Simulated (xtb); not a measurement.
Cl$_{2}$Cu (SMILES [Cl][Cu][Cl]), doublet, at a GFN2-xTB geometry (such geometries of metal compounds can be far from the true shape); GFN0-xTB (xtb 6.7.1).

xtb was given this input:
```
$ xtb mol.xyz --gfn 0 --uhf 1 --acc 0.1 --json

# file mol.xyz
3

Cu     0.00000000     0.00000000     0.00000000
Cl    -0.00000000    -0.00000000    -2.03485924
Cl     0.00000000     0.00000000     2.03485924
```

It wrote (shortened):

```
   ID    Z sym.   atoms
    1   29 Cu     1
    2   17 Cl     2, 3

           -------------------------------------------------
          |                Calculation Setup                |
           -------------------------------------------------

           -------------------------------------------------
          |                 G F N 0 - x T B                 |
           -------------------------------------------------

          ...................................................
          :                      SETUP                      :
          :.................................................:
          :  # basis functions                  30          :
          :  # atomic orbitals                  27          :
          :  # shells                            9          :
          :  # electrons                        25          :
          :  electronic temp.          300.0000000     K    :
          :  accuracy                    0.1000000          :
          :  -> integral cutoff          0.3500000E+02      :
          :  -> integral neglect         0.1000000E-08      :
          ...................................................

         :::::::::::::::::::::::::::::::::::::::::::::::::::::
         ::                     SUMMARY                     ::
         :::::::::::::::::::::::::::::::::::::::::::::::::::::
         :: total energy             -13.178699537593 Eh    ::
         :: gradient norm              0.007824259664 Eh/a0 ::
         :: HOMO-LUMO gap              7.347482841369 eV    ::
         ::.................................................::
         :: H0 energy                -13.134604341050 Eh    ::
         :: repulsion energy           0.010825371732 Eh    ::
         :: electrostat energy        -0.054296167447 Eh    ::
         :: -> Gsolv                   0.000000000000 Eh    ::
         ::    -> Gsasa                0.000000000000 Eh    ::
         ::    -> Gshift               0.000000000000 Eh    ::
         :: dispersion energy         -0.000624400827 Eh    ::
         :: short-range corr.          0.000000000000 Eh    ::
         :: add. restraining           0.000000000000 Eh    ::
         :: total charge              -0.000000000000 e     ::
         :::::::::::::::::::::::::::::::::::::::::::::::::::::

           -------------------------------------------------
          |                Property Printout                |
           -------------------------------------------------

    * Orbital Energies and Occupations

         #    Occupation            Energy/Eh            Energy/eV
      -------------------------------------------------------------
         1        2.0000           -0.9711997             -26.4277
         2        2.0000           -0.9707658             -26.4159
         3        2.0000           -0.4928280             -13.4105
         4        2.0000           -0.4653982             -12.6641
         5        2.0000           -0.4637390             -12.6190
         6        2.0000           -0.4637390             -12.6190
         7        2.0000           -0.4567529             -12.4289
         8        2.0000           -0.4567529             -12.4289
         9        2.0000           -0.4155523             -11.3078
        10        2.0000           -0.4155523             -11.3078
        11        1.8617           -0.3985974             -10.8464
        12        1.5692           -0.3971241             -10.8063
        13        1.5692           -0.3971241             -10.8063 (HOMO)
        14                         -0.1271091              -3.4588 (LUMO)
        15                         -0.1035114              -2.8167
        16                         -0.1035114              -2.8167
        17                         -0.0686965              -1.8693
        18                         -0.0645593              -1.7567
        19                         -0.0645593              -1.7567
        20                         -0.0639252              -1.7395
        21                         -0.0639252              -1.7395
        22                         -0.0474499              -1.2912
        23                         -0.0474499              -1.2912
        24                         -0.0064407              -0.1753
       ...                                ...                  ...
        27                          0.9168456              24.9486
      -------------------------------------------------------------
                  HL-Gap            0.2700150 Eh            7.3475 eV
             Fermi-level            0.0000000 Eh            0.0000 eV

     #   Z          covCN         q      C6AA      α(0)
     1  29 Cu       1.604     0.373   163.960    28.570
     2  17 Cl       0.802    -0.186   102.901    15.506
     3  17 Cl       0.802    -0.186   102.901    15.506

 Mol. C6AA /au·bohr⁶  :       1071.647357
 Mol. C8AA /au·bohr⁸  :      59611.749122
 Mol. α(0) /au        :         59.580759

Wiberg/Mayer (AO) data.
largest (>0.10) Wiberg bond orders for each atom

 ---------------------------------------------------------------------------
     #   Z sym  total        # sym  WBO       # sym  WBO       # sym  WBO
 ---------------------------------------------------------------------------
     1  29 Cu   1.596 --     3 Cl   0.798     2 Cl   0.798
     2  17 Cl   0.822 --     1 Cu   0.798
     3  17 Cl   0.822 --     1 Cu   0.798
 ---------------------------------------------------------------------------

Topologies differ in total number of bonds
Writing topology from bond orders to xtbtopo.mol

 dipole moment from electron density (au)
     X       Y       Z
   0.0000  -0.0000  -0.0000  total (Debye):    0.000

           -------------------------------------------------
          | TOTAL ENERGY              -13.178699537593 Eh   |
          | GRADIENT NORM               0.007824259664 Eh/α |
          | HOMO-LUMO GAP               7.347482841369 eV   |
           -------------------------------------------------

normal termination of xtb
```
